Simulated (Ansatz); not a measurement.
Ansatz (a first-principles code) input file for Ca(Cl)2 cation (CaCl₂), SMILES [Cl][Ca][Cl] (connectivity only; charge and spin as stated), charge +1, multiplicity 2, PBE/def2-TZVPD. Geometry: PBE-D3(BJ)/def2-TZVP. The multiplicity is an assumed one; other spin states were not compared. The isomer is the one that the SMILES or the coordinates give; other isomers of the formula were not compared.

Ansatz 0.2 input:
```yaml
crystal:
  periodic: [false, false, false]
  atoms:
    - {symbol: Ca, position_ang: [0.00000000, 0.00000000, 1.31021204]}
    - {symbol: Cl, position_ang: [0.00000000, 1.36272725, -0.77071297]}
    - {symbol: Cl, position_ang: [0.00000000, -1.36272725, -0.77071297]}
basis:
  gaussian:
    orbitals: def2-TZVPD
hamiltonian:
  xc: {name: PBE}
total_charge: 1
magnetization: {spin_polarized: true, initial_magnetization: 1}
```

It prints:

```
WARN ansatz: RAYON_NUM_THREADS=1 ignored (pool sized by the plan → 1); use --threads N
Functional definition: PBE
integrals: 0.06 GiB planned
927 factors; their error is unknown
mean field: 0.48 GiB planned
mean field evaluation 1: about -43457.6942 eV, gradient 3.3e1 eV
mean field evaluation 2: about -43373.9667 eV, gradient 1.4e2 eV
mean field evaluation 4: about -43463.0580 eV, gradient 8.1e0 eV
mean field evaluation 8: about -43463.4145 eV, gradient 1.0e-1 eV
mean field evaluation 16: about -43463.3673 eV, gradient 2.1e-4 eV
mean field -43463.36728315 eV, -1597.2492871274 hartree, gradient 9.4e-6 eV, S^2 0.752867; 0 other end points of the search recorded, 0 dependent functions left out
reference -43463.36734870 eV, -1597.2492895362 hartree; 27, 26 occupied and 101, 102 virtual orbitals, 927 factors
Total energy: -43463.36734870 eV, -1597.2492895362 hartree
```

Self-consistency was reached.

Cost: about 4 core-seconds (a rough figure).
